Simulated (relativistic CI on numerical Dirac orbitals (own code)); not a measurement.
## Pb XLVI: sensitivity of the levels to the model

Base calculation: Dirac-Coulomb-Breit CI, orbitals from a KLI potential per configuration, a model potential for QED, unscaled Slater integrals.

CI space (outside the closed core [Ar] 3d10): 4s2 4p6 4d, 4s2 4p6 4f, 4s2 4p5 4d2, 4s 4p6 4d2, 4s2 4p5 4d 4f, 4s 4p6 4d 4f, 4s2 4p6 5s, 4s2 4p6 5p, 4p6 4d3, 4p5 4d4, 4p5 4d3 4f, 4s 4p6 4f2, 4s 4p5 4f3, 4p6 4f3. Double excitations out of closed p, d and f shells are left out; levels of such configurations are missing from the list, as are those of other unlisted configurations, and high levels can miss mixing partners.

The lowest level and the first level of each name with at least 55 % of one term (blank where a level has no safe partner in the second run):

```csv
Level,Base (eV),Shift (eV)
4s2 4p6 4d 2D_3/2,0.000,0.000
4s2 4p6 4d 2D_5/2,33.278,+0.002
4s2 4p5 4d2 4D°_1/2,182.835,-0.017
4s2 4p5 4d2 4G°_9/2,215.372,-0.018
4s2 4p5 4d2 2H°_11/2,220.550,-0.018
4s2 4p5 4d2 2G°_9/2,230.109,-0.019
4s2 4p5 4d2 4G°_11/2,248.729,-0.019
4s2 4p5 4d2 2P°_1/2,251.673,-0.021
4s2 4p6 4f 2F°_5/2,274.263,-0.109
4s2 4p5 4d 4f 4G_5/2,428.954,-0.171
4s2 4p5 4d 4f 4D_1/2,440.403,-0.170
```

At this charge energies of transitions that change n are usually good to better than 1 %, and those within a shell (Δn = 0) to a few per cent.

Q: One thing was changed in a second run, which moved the levels as shown. Which?
A. valence Slater integrals scaled by 0.9
B. one mean potential for all configurations
C. Breit term removed
D. non-relativistic limit
E. QED terms removed
F. configuration mixing switched off

A: B. One mean potential for all configurations. One potential for all configurations removes the relaxation of the orbitals, which moves whole configurations and changes the integrals a little.

LS names give the leading component of a level, which can be under half, so a name can repeat, a term be missing and a line seem to break the LS rules.
